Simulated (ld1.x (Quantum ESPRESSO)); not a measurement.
**Before and after: RRKJ potential for nickel (Ni)**

ld1.x (Quantum ESPRESSO) 7.5 input, shortened:

```
&input
   title='Ni', zed=28., rel=1, dft='PBESOL', iswitch=3,
   config='[Ar] 3d9 4s1 4p0'
 /
 &inputp
   pseudotype=2, tm=.false., rho0=0.001, lloc=0,
   nlcc=.true.
 /
3
3P  2  1   6.00   0.00  1.20  1.20  0.0
3D  3  2   9.00   0.00  1.50  1.50  0.0
4S  1  0   1.00   0.00  2.20  2.20  0.0
 &test
   configts(1)='3p6 3d9 4s1 4p0'
 /
```

Change: wave 4s (bound): rc 2.20 bohr becomes 4s (bound): rc 1.42 bohr.

Cutoffs: the cutoffs (Ry, on a coarse ladder) from which the occupation-weighted sum of valence levels, in a spherical-Bessel basis at the reference potential, stays within 10 and 1 mRy of its value at 400 Ry; they do not see the model core or the augmentation charge, which bear on the density cutoff. Errors are all-electron minus pseudo energies relative to the spin-unpolarised reference configuration.

Question: What does the change do?

Answer: The potential gets harder (90 Ry and 120 Ry → 90 Ry and 140 Ry); the p channel binds one level more than in the base; of the 7 tests that both files solve, the error grows in 0 and shrinks in 6 by more than 15 % and 0.3 meV (median size 144.0 → 118.2 meV); neither file shows a bound ghost at the reference potential, the only one tested. A smaller radius makes the pseudo-wave follow the all-electron one further in, where it bends more sharply, so more plane waves are needed. Less of the atom is replaced, so other configurations are described better.

```csv
quantity,base,changed
"cutoff, loose",90 Ry,90 Ry
"cutoff, tight",120 Ry,140 Ry
loose cutoff by channel (10 mRy a level),"p 70 Ry, d 70 Ry, s 8 Ry","p 70 Ry, d 70 Ry, s 35 Ry"
bound ghosts,none,none
"error for 3p6 3d8 4s2 4p0, meV [ΔE 1.61 eV]",-128,-29
"error for 3p6 3d8 4s1 4p0, meV [ΔE 10.94 eV]",-116,-28
"error for 3p6 3d8 4s0 4p0, meV [ΔE 28.21 eV]",-144,-118
"error for 3p6 3d6 4s0 4p0, meV [ΔE 123.16 eV]",-1357,-1164
"error for 3p6 3d8 4s1.5 4p0, meV [ΔE 5.34 eV]",-120,-25
"error for 3p6 3d8 4s0 4p1, meV [ΔE 16.66 eV]",-1354,-1097
"error for 3p6 3d8 4s0 4p2, meV [ΔE 11.15 eV]",-1775,-1434
```

Base: These tests converged, but a pseudo level misses the all-electron one widely, so the file describes the atom poorly there or has found another state: 3p6 3d6 4s0 4p0: empty 4p by 4.7 eV. Changed file: These tests converged, but a pseudo level misses the all-electron one widely, so the file describes the atom poorly there or has found another state: 3p6 3d6 4s0 4p0: empty 4s by 8.3 eV (a node warning on the way).
